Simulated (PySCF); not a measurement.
**Question.** Give a PBE0-D3(BJ)/def2-SVP geometry of `C=C[C@@H]1C[Se]CC[C@H]1F`.

**Answer.** 
```
atom  x, y, z in Å
C1    -2.965    0.397   -0.802
C2    -2.134   -0.245    0.020
C3    -0.683    0.069    0.268
C4    -0.176    1.255   -0.541
Se5    1.640    1.790   -0.083
C6     2.386    0.007   -0.345
C7     1.625   -1.050    0.432
C8     0.169   -1.180    0.022
F9    -0.371   -2.232    0.738
H10   -4.007    0.081   -0.900
H11   -2.656    1.255   -1.406
H12   -2.508   -1.102    0.590
H13   -0.575    0.310    1.342
H14   -0.220    1.043   -1.622
H15   -0.799    2.141   -0.353
H16    3.433    0.064   -0.013
H17    2.394   -0.215   -1.425
H18    1.665   -0.832    1.511
H19    2.097   -2.036    0.281
H20    0.102   -1.446   -1.051
```

Any rigid rotation of these coordinates is as good. Atoms count from 1 in this order. Of the pairs four or more bonds apart, C4···H11 is among the closest relative to their van der Waals radii: 2.63 Å, 91 % of the sum of Bondi's values. The C–C distances run from 1.334 Å (C1=C2, drawn double) to 1.532 Å (C3–C8, drawn single), a spread of 0.198 Å. The 6-membered ring C3–C4–Se5–C6–C7–C8 has internal angles of 94.2° to 114.9° (sum 660°, against 720° for a flat polygon); it is puckered, 0.27 Å rms from its mean plane, widest ring torsion 63°.

Bonds between heavy atoms (Å): C1=C2 1.334, C2–C3 1.505, C3–C4 1.522, C4–Se5 1.948, Se5–C6 1.950, C6–C7 1.517, C7–C8 1.518, C8–F9 1.382, C3–C8 1.532.

Method: PySCF 2.14.0, PBE0-D3(BJ)/def2-SVP geometry optimisation, gas phase.

Point group: C1 (no symmetry element, even within 0.4 Å). PBE0-D3(BJ)/def2-SVP frequencies: not computed here. One conformer, not necessarily the lowest (C1–C2–C3–C4 0°, C2–C3–C4–Se5 174°, C3–C4–Se5–C6 54°, C4–Se5–C6–C7 -52°, Se5–C6–C7–C8 62°).
